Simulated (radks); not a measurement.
Tm V, configuration [Xe] 4f10.5 6s0.5 (fractional occupations, a model configuration).

Calculated with a radial shooting solver on a logarithmic mesh with Libxc functionals: scalar-relativistic Kohn-Sham, PBEsol, spin-polarised, spherical densities, point nucleus; open shells are filled with parallel spins first (spin-orbit coupling, left out, can overturn this in heavy ions).

Energy parts (hartree):
| part | energy |
|---|---|
| total | -13559.4872 |
| kinetic | 14740.0960 |
| electron-nucleus | -33189.9322 |
| Hartree | 5168.9934 |
| exchange-correlation | -278.6445 |

Orbitals (lengths in bohr, moments of r in powers of bohr):
orbital  occ.  eigenvalue (hartree)      <r^2>      <r>
1s up       1             -2180.317  0.0005486  0.02001
1s down     1             -2180.317  0.0005486  0.02001
2s up       1             -369.7766   0.008519  0.08490
2s down     1             -369.7742   0.008519  0.08490
2p up       3             -326.7671   0.006948  0.07543
2p down     3             -326.7653   0.006948  0.07543
3s up       1             -84.97402    0.05587   0.2211
3s down     1             -84.90898    0.05582   0.2210
3p up       3             -71.95396    0.05633   0.2205
3p down     3             -71.88901    0.05627   0.2203
3d up       5             -55.86800    0.04694   0.2000
3d down     5             -55.81806    0.04687   0.1999
4s up       1             -18.63757     0.2783   0.4965
4s down     1             -18.50843     0.2785   0.4967
4p up       3             -14.34282     0.3150   0.5263
4p down     3             -14.21628     0.3153   0.5265
4d up       5              -8.64003     0.3716   0.5662
4d down     5              -8.51631     0.3727   0.5669
4f up       7              -2.35672     0.6038   0.6932
4f down   3.5              -2.24185     0.6230   0.7024
5s up       1              -3.90206      1.529    1.168
5s down     1              -3.84445      1.545    1.174
5p up       3              -2.81446      2.019    1.339
5p down     3              -2.76944      2.040    1.346
5d up       0              -1.51035      3.689    1.798
5d down     0              -1.47752      3.701    1.802
6s up     0.5              -1.31155      7.748    2.640
6s down     0              -1.27393      7.714    2.635
6p up       0              -1.03487      10.55    3.079

The highest occupied level is 6s up at -35.689 eV. The configuration is held as typed, so some empty levels lie below it. Spin moment in Bohr magnetons: 4.

Run on one thread of a shared host, so times are rough (Arm Neoverse V2): 0.31 s of CPU time, 0.31 s wall, 15 iterations on 2516 mesh points.
